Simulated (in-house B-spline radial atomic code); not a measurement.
# Ionising In3+ with different functionals

Computed with a radial B-spline atomic code at the basis-set limit: non-relativistic Hamiltonian, point nucleus, spin-polarised at highest spin, spherical fractional occupations for the functionals, and exact exchange of hybrids averaged over the configuration. The ionisation energy is the difference of two self-consistent energies, [Kr] 4d10 → [Kr] 4d9, without Breit or QED terms; ε is the level of the shell that loses the electron (its least bound occupied spin orbital). There is no spin-orbit coupling in this Hamiltonian.

| method | rung | ΔSCF (eV) | -ε(4d) (eV) |
| --- | --- | --- | --- |
| PBE0 | global hybrid | ? | ? |
| B3LYP | global hybrid | 56.87 | 50.55 |
| TPSSh | global hybrid | 56.79 | 49.45 |
| M06-2X | global hybrid | 56.56 | 53.63 |
| BHandHLYP | global hybrid | 56.67 | 53.40 |
| r2SCAN0 | global hybrid | 57.12 | 51.35 |
| B97-1 | global hybrid | ? | ? |
| HSE06 | range-separated hybrid | 56.81 | 50.57 |
| wB97X | range-separated hybrid | 56.57 | 53.36 |
| CAM-B3LYP | range-separated hybrid | 56.81 | 52.49 |
| LC-wPBE | range-separated hybrid | 56.73 | 53.66 |

What does B97-1 give?

ΔSCF 56.74 eV, and -ε(4d) = 50.49 eV.

What does PBE0 give?

ΔSCF 56.82 eV, and -ε(4d) = 51.00 eV.

Among the functionals, which spreads more, the ΔSCF values or the orbital energies?

The orbital energies: ΔSCF values span about 0.56 eV and the orbital energies 4.21 eV; here energy differences depend much less on the functional than eigenvalues do.

How do they compare with the NIST value?

NIST lists 55.45 eV ± 0.04 (measured, ground level to ground level). Errors run from +1.11 to +1.67 eV. The correlated functionals all miss on the same side by more than they spread, so the cause is common to them (relativity, Breit-QED terms, multiplet and fine-structure energies, or a listed next ion that isn't the cheapest removal here) and closeness doesn't rank the functionals.
